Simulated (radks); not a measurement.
The lithium anion Li-, [He] 2s2, held by a Watson sphere: a shell of charge +1 at radius R that stands for the Madelung well of a crystal (potential energy -1/R inside, -1/r outside, in hartree with lengths in bohr). Calculated with a radial shooting solver on a logarithmic mesh with Libxc functionals: non-relativistic Kohn-Sham, LDA (Slater exchange, Perdew-Wang correlation), spin-unpolarised, spherical densities, point nucleus. Response by self-consistent Sternheimer equations with the Hartree and adiabatic LDA kernel. The sphere does not respond.

R (bohr),e(1s) (eV),e(2s) (eV),<r> 2s (bohr),sum of <r^2> (bohr^2),X-ray form factor at sin(theta)/lambda = 0.3 1/angstrom,alpha (bohr^3)
2.16,-52.122,-4.514,3.278,26.31,1.465,90.56
2.47,-51.245,-4.370,3.387,27.91,1.469,99.50
2.6,-50.978,-4.305,3.434,28.63,1.471,103.8
2.73,-50.755,-4.240,3.482,29.38,1.474,108.4
2.84,-50.595,-4.183,3.523,30.03,1.476,112.5
2.91,-50.504,-4.147,3.549,30.46,1.477,115.2
3.09,-50.306,-4.054,3.616,31.56,1.480,122.5
3.52,-49.977,-3.832,3.776,34.30,1.486,142.0
3.6,-49.932,-3.791,3.805,34.82,1.487,145.9
